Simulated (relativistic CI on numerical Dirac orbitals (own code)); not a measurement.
Computed by Dirac-Coulomb-Breit CI, separate exchange-only KLI orbitals for each configuration, a model potential for QED, unscaled Slater integrals (own radial code, finite nucleus).

Configurations in the expansion (outside the closed core [Ar]): 3d¹⁰, 3d⁹4s, 3d⁹4p, 3d⁹4d, 3d⁹5s, 3d⁹5p, 3d⁹4f, 3d⁸4s², 3d⁹5d, 3d⁹6s, 3d⁹6p, 3d⁹5f, 3d⁹5g, 3d⁹6d, 3d⁸4s4p, 3d⁹6f, 3d⁸4p², 3d⁸4s4d, 3d⁸4p4d. Levels of other configurations are missing.

At this charge configurations can still be misplaced by up to about 7 % of their energy. 6 of the 9 excited levels that our extract of the measured tables holds in this range could be paired (the sources list more); they are missed by 10265 cm⁻¹ on average and 21678 at most, and levels without a partner can miss by more.

Outline of the computed level scheme of Se VII. Lowest level of each configuration: 3d¹⁰ ¹S0 at 0.000 eV; 3d⁹4s ³D3 at 53.561 eV; 3d⁹4p ³P°2 at 68.113 eV; 3d⁹4d ³S1 at 91.058 eV; 3d⁹5s ³D3 at 102.291 eV; 3d⁹5p ³P°2 at 107.953 eV.

Some strong electric-dipole decays among the lowest 45 levels: 3d⁹4p ¹P°1 → 3d¹⁰ ¹S0 (3.1e+10 s⁻¹); 3d⁹4d ³G5 → 3d⁹4p ³F°4 (1.4e+10 s⁻¹); 3d⁹4d ³G4 → 3d⁹4p ³F°3 (1.4e+10 s⁻¹); 3d⁹4p ³D°1 → 3d¹⁰ ¹S0 (1.3e+10 s⁻¹); 3d⁹4d ³F4 → 3d⁹4p ³D°3 (1.2e+10 s⁻¹); 3d⁹4d ³F4 → 3d⁹4p ¹F°3 (1.1e+10 s⁻¹); 3d⁹4d ³S1 → 3d⁹4p ³P°2 (1.0e+10 s⁻¹); 3d⁹4d ³P2 → 3d⁹4p ³P°2 (1.0e+10 s⁻¹).

LS names give the leading component of a level, which can be under half, so a name can repeat, a term be missing and a line seem to break the LS rules.
